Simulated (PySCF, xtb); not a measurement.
Te(SMe)(SiH3) (CH6SSiTe), SMILES CS[Te][SiH3].

GFN2-xTB (xtb 6.7.1) at its own geometry gives an orbital gap of 3.10 eV and a dipole moment of 2.66 D.

The structure is a stationary point at B3LYP-D3(BJ)/def2-SVP. This is a generated structure with no PubChem entry under its InChIKey; it may be hypothetical. The def2 effective core potentials stand for the cores of Te; spin–orbit coupling is left out. The values are those of a single conformer.

Task: What does PySCF with CAM-B3LYP/def2-TZVP give? (Estimate from the structure and the level; the computed values follow.)

Result: gap 6.86 eV (levels -7.73 and -0.87 eV), dipole 1.52 D.
